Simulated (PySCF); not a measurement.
CH₄ClGeNSi, SMILES Cl[Si@H]1N=[CH][GeH2]1. Geometry: PBE-D3(BJ)/def2-SVP. The structure was generated by enumeration; whether it is a known compound was not checked.

Question: Give the equilibrium geometry at PBE-D3(BJ)/def2-SVP (PySCF confirms it by a frequency run) as bond lengths and angles. (Estimate from the structure and the level; the computed values follow.)

Answer: 
Atoms: Cl1 Si2 N3 C4 Ge5 H6 H7 H8 H9. Bond lengths (Å): Cl1–Si2 2.080, Si2–N3 1.812, Si2–Ge5 2.408, Si2–H6 1.502, N3–C4 1.292, C4–Ge5 2.033, C4–H7 1.116, Ge5–H8 1.558, Ge5–H9 1.555. Bond angles (°): Cl1–Si2–N3 112.7, Cl1–Si2–Ge5 120.0, Cl1–Si2–H6 107.2, N3–Si2–Ge5 80.3, N3–Si2–H6 111.1, Ge5–Si2–H6 122.4, Si2–N3–C4 102.9, N3–C4–Ge5 110.2, N3–C4–H7 120.6, Ge5–C4–H7 129.1, Si2–Ge5–C4 66.3, Si2–Ge5–H8 125.0, Si2–Ge5–H9 118.5, C4–Ge5–H8 118.6, C4–Ge5–H9 113.9, H8–Ge5–H9 108.5.
Charge 0, spin multiplicity 1.
